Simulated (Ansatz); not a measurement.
BiMe2Br (C2H6BiBr), relaxed as a singlet with RKS PBE0-D4/def2-SVP in Ansatz, starting from the GFN2-xTB geometry. Force threshold 0.02 eV/Å.

In the def2 sets Bi takes a core potential; there is no spin–orbit coupling.

Start:

```xyz
10

Bi    0.079   -0.914    1.095
C    -1.477    0.590    0.445
H    -0.987    1.478    0.071
H    -2.117    0.859    1.275
H    -2.075    0.156   -0.345
C     1.120   -0.799   -0.910
H     2.113   -1.224   -0.843
H     1.195    0.234   -1.217
H     0.544   -1.348   -1.643
Br    1.605    0.969    2.072
```

Q: Estimate the energy that the relaxation releases and the steps that it takes.

A: 4.9 kJ/mol, in 7 steps; 11 s on 4 threads of Arm Neoverse V2 on a shared host. The force fell under the threshold at step 6, but the optimiser went on. No frequencies were taken in this run, so the end may be a saddle point.

Q: Does the start keep its bonding and symmetry?

A: By distances, no bond broke or formed. The bond that changes most is Bi1–Br10, from 2.61 to 2.64 Å (atoms count from 1).

Q: Predict the relaxed structure.

A: 
```tsv
atom	x (Å)	y (Å)	z (Å)
Bi1	0.1007	-0.8801	1.0894
C2	-1.4992	0.5840	0.4329
H3	-1.0049	1.4653	0.0023
H4	-2.1047	0.8808	1.3003
H5	-2.1369	0.1001	-0.3225
C6	1.1326	-0.7957	-0.9262
H7	2.1104	-1.2914	-0.8578
H8	1.2661	0.2582	-1.2038
H9	0.5042	-1.3070	-1.6711
Br10	1.6317	0.9858	2.1565
```
Bond lengths: 2 × Bi–C 2.27 Å; 1 × Bi–Br 2.64 Å; 6 × C–H 1.10 Å.
